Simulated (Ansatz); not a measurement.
Rb3H2⁺. Total charge 1; singlet. Geometry relaxed at r2SCAN-D4/def2-TZVP.

```xyz
5

Rb    4.126   -1.728   -2.490
Rb   -0.117    0.376   -0.377
Rb   -3.983    1.232    2.971
H    -2.107    0.814    1.351
H     2.081   -0.695   -1.455
```

In the def2 sets Rb takes a core potential; there is no spin–orbit coupling. The structure comes from a short search, and lower isomers may exist.

Question: Estimate the harmonic wavenumbers at RKS r2SCAN-D4/def2-TZVP (Ansatz, unscaled). Is this a minimum?

Answer: 4, 59, 95, 238, 240, 270, 273, 999, 1041 cm⁻¹. Yes, no mode is imaginary beyond noise. Zero-point energy 19.3 kJ/mol. Hardware: 4 threads of Arm Neoverse V2 on a shared host. Wall time 34 s.
